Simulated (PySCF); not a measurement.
**Which element holds N most strongly?**

CCSD(T) in PySCF with def2-TZVPPD on every atom (core potentials on Sb, Hf, Ta), for the lowest determinant that a PBE0 search found; no spin–orbit coupling. D0 is De less the harmonic zero-point energy.

| M | state (unpaired electrons) | Re (Å) | ωe (cm⁻¹) | D0(MN) (eV) |
| --- | --- | --- | --- | --- |
| Sb | singlet (closed shell) | 1.840 | 872 | 3.36 |
| Hf | doublet (σ ↑) | 1.751 | 890 | 5.26 |
| B | triplet (σ ↑, π ↑) | 1.333 | 1524 | 4.13 |
| Ta | singlet (closed shell) | 1.695 | 1067 | 6.35 |
| As | singlet (closed shell) | 1.630 | 1064 | 4.61 |
| P | singlet (closed shell) | 1.502 | 1323 | 5.79 |
| C | doublet (σ ↑) | 1.178 | 2055 | 7.32 |

Question: Order the elements by D0 and give the energy of SbN + Hf → HfN + Sb.

Answer: C > Ta > P > Hf > As > B > Sb; ΔE = 3.36 − 5.26 = -1.90 eV at CCSD(T)/def2-TZVPPD. Close neighbours can swap at other levels.

Correlated steps freeze the inner cores (1 to 10 orbitals); shallow outer-core shells are correlated. UHF and ROHF references stand side by side, which adds small steps between rows. These are scalar-relativistic numbers at best; spin–orbit coupling would shift them, the dissociation energy most. Where the molecule has an RHF reference, its open-shell atoms are computed with UHF. The CCSD T1 diagnostic is raised in BN, CN, HfN, SbN, TaN, a sign that a single reference may not be enough there. States were picked by a PBE0 search and need not be the measured ground states.
